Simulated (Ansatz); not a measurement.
CH4B2BrN, SMILES `BBC(=N)Br` at its PBE0-D4/def2-TZVP geometry, where that method's forces vanish. Total charge 0; spin multiplicity 1.

```
atom   x (Å)   y (Å)   z (Å)
  B1  -0.512  -1.222   0.892
  B2   0.499   0.049   0.578
  C3   0.076   0.707  -0.795
  N4   0.438   1.645  -1.526
 Br5  -1.470  -0.382  -1.380
  H6  -1.484  -1.094   1.583
  H7  -0.216  -2.344   0.586
  H8   1.426   0.515   1.175
  H9   1.241   2.125  -1.113
```

For each bond, give half the difference of the two atoms' forces along it (eV/Å; positive pushes the atoms apart) under PBE-D4, r2SCAN-D4, B3LYP-D4, ωB97M-V in def2-TZVPP. (Estimate.)

Computed: 
```tsv
bond	length (Å)	PBE-D4	r2SCAN-D4	B3LYP-D4	ωB97M-V
B1–B2	1.654	-0.25	-0.10	0.09	0.18
B1–H6	1.199	0.15	0.00	-0.11	-0.15
B1–H7	1.200	0.15	0.00	-0.11	-0.16
B2–C3	1.580	-0.31	-0.13	-0.03	0.11
B2–H8	1.197	0.16	0.02	-0.11	-0.22
C3–N4	1.243	0.69	0.22	0.05	0.03
C3–Br5	1.980	0.23	0.33	0.33	0.00
N4–H9	1.022	0.16	-0.01	-0.07	-0.06
```

B3LYP here is the variant with VWN-RPA as its local correlation; programs differ in this.
